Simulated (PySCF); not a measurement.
Gas-phase equilibrium of 1 mol AsH₃, 40 mol H₂ at 2500 K and 1.00 bar, among 7 species (As, AsH₃, As₂, H, H₂, As₄, AsH₂). Only gases are allowed; each row takes one source of thermochemistry for all species, and Cantera finds the minimum.

Method: PySCF energies plus ideal-gas RRHO corrections (1 bar). † marks an energy on the PBE0/def2-TZVP geometry and frequencies. MP2 and CCSD(T) freeze the core. Open shells (unrestricted) among the columns below: As (multiplicity 4), H (multiplicity 2), AsH₂ (multiplicity 2); the rest are closed-shell singlets. B3LYP is the form with VWN-RPA correlation. As: all electrons, no relativistic terms. AsH₂: computed as isolated molecules; such fragments, hydroxides, amides, oligomers or adducts are transient or little studied in the gas. MP2 isn't extrapolated to the basis-set limit. CCSD(T) isn't extrapolated to the basis-set limit. The harmonic model lacks anharmonicity and excited electronic states, which grow with temperature; levels with a mode under 35 cm⁻¹ are left out.

Molecules larger than those listed are left out.

Mole fractions:

```json
[
 {"thermochemistry": "B3LYP/def2-TZVP†", "x H₂": "0.96", "x H": "0.025", "x As": "0.0074", "x As₂": "0.0080", "x AsH₂": "0.00016", "x AsH₃": "2.5e-6", "x As₄": "3.4e-8"},
 {"thermochemistry": "CCSD(T)/def2-SVP†", "x H₂": "0.93", "x H": "0.047", "x As": "0.021", "x As₂": "0.00087", "x AsH₂": "5.6e-5", "x AsH₃": "9.5e-7", "x As₄": "3.4e-11"},
 {"thermochemistry": "MP2/def2-SVP†", "x H₂": "0.90", "x H": "0.078", "x As": "0.020", "x As₂": "0.0015", "x AsH₂": "3.6e-5", "x AsH₃": "6.2e-7", "x As₄": "4.9e-10"},
 {"thermochemistry": "MP2/def2-TZVPP†", "x H₂": "0.94", "x H": "0.047", "x As": "0.012", "x As₂": "0.0057", "x AsH₂": "4.4e-5", "x AsH₃": "9.7e-7", "x As₄": "3.6e-7"},
 {"thermochemistry": "PBE0/def2-SVP†", "x H₂": "0.93", "x H": "0.053", "x As": "0.013", "x As₂": "0.0051", "x AsH₂": "0.00033", "x AsH₃": "8.2e-6", "x As₄": "2.8e-7"},
 {"thermochemistry": "ωB97M-V/def2-TZVP†", "x H₂": "0.95", "x H": "0.029", "x As": "0.012", "x As₂": "0.0053", "x AsH₂": "0.00021", "x AsH₃": "4.3e-6", "x As₄": "2.2e-7"}
]
```
The most sensitive of these is As₄: it spans a factor of 10^4.0 over these rows; at this temperature one factor of ten is RT ln 10 = 48 kJ/mol.
